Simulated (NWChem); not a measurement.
CH5InO; SMILES [InH2][O]C

```xyz
8

In     0.0060    -0.6665    -0.0001
H     -1.3655    -1.7115     0.0008
H      1.7361    -0.8165    -0.0015
O     -0.5985     1.2727     0.0006
C      0.2898     2.3596     0.0015
H      1.3735     2.0772    -0.0027
H      0.1231     3.0093    -0.8916
H      0.1287     3.0037     0.8997
```
Atoms are numbered in this order, from 1.

Program: NWChem. All runs use the structure optimised with PBE-D3(BJ)/def2-SVP. def2 effective core potentials on In; no spin-orbit coupling. Static field.

For level PBE/def2-SVPD:

anisotropy (bohr³): 28.1

Question: Estimate the same quantities for level LDA (Slater exchange, VWN5)/def2-SVPD.

Answer: 
- anisotropy (bohr³) = 29.4
